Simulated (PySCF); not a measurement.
Structure from NMR data

The spectra below were simulated for a compound C5H10N2O2Si.

¹H NMR (500 MHz, computed): δ 7.19 (br s, 1H), 6.62 (br s, 1H), 6.60 (br, 1H), 5.14 (s, 2H), 4.40 (br, 1H), 3.66 (s, 2H), 0.45 (br s, 2H).

¹³C{¹H} NMR (computed): δ 214.3 (C), 168.2 (C), 159.4 (C), 146.8 (CH2), 56.5 (CH2).

Averaged over atoms made equivalent by symmetry, fast rotation or ring inversion, non-relativistic Hamiltonian, gas phase, one computed conformer. NMR shieldings at PBE0/pcSseg-1/GIAO; GFN2-xTB geometry; PySCF 2.14.0 with density-fitted response routines.

δ = σ(ref) − σ, references computed at the same level: TMS for ¹H (σref 31.72), ¹³C (σref 186.93).

Q: Which candidate is it?
A. C=C([SiH2]N)C(=O)CC(N)=O
B. CO[Si@@H](O)n1ccc(N)c1
C. CO[Si@@](N)(O)n1cccc1

A: A. 

The formula gives 3 degrees of unsaturation (no ring in the answer). 5 carbon signals for 5 carbons: no two carbons are equivalent. Carbon types of the structure: 3 × C, 2 × CH2, leaving 6 H on heteroatoms. δC 214.3: ketone carbonyl carbon; the double bond to the heteroatom, with no lone-pair donor beside it, deshields it most. δC 168.2: amide carbonyl carbon; lone-pair donation from the attached heteroatom keeps it upfield of a ketone carbonyl. δC 159.4: α carbon of a C=C–C=O unit; an sp2 carbon of a C=C bond. δC 146.8: β carbon of a C=C–C=O unit; conjugation with the carbonyl draws π density from the β position. δH 0.45: hydrogen on a nitrogen bonded to Si; labile proton, position sensitive to the medium.

The others: CO[Si@@H](O)n1ccc(N)c1 would give 5 signals for carbon-bound and other non-exchanging H, not 4; CO[Si@@](N)(O)n1cccc1 would give 3 carbon signals, not 5.

The OH or NH signal is concentration- and solvent-dependent in practice; the value given is the gas-phase one. The two substituents on the amide-type nitrogen aren't averaged: C–N rotation is slow on the NMR time scale. Shifts are as computed. Against solution values, carbons near 30 ppm lie about +3 ppm off and those near 130 ppm about +5 ppm. Of 1309 compounds with measured shifts, 239 miss one by over three times the rms of a fit or turn the order of signals round; such compounds aren't used in these exercises. The C=O carbon of an acid or of an amide with N–H lies up to 10 ppm further downfield in solution, through hydrogen bonding that the calculation lacks. Multiplicities follow the n + 1 count of equivalent neighbours, as no J values were calculated; m marks all less simple cases, F and P coupling included.
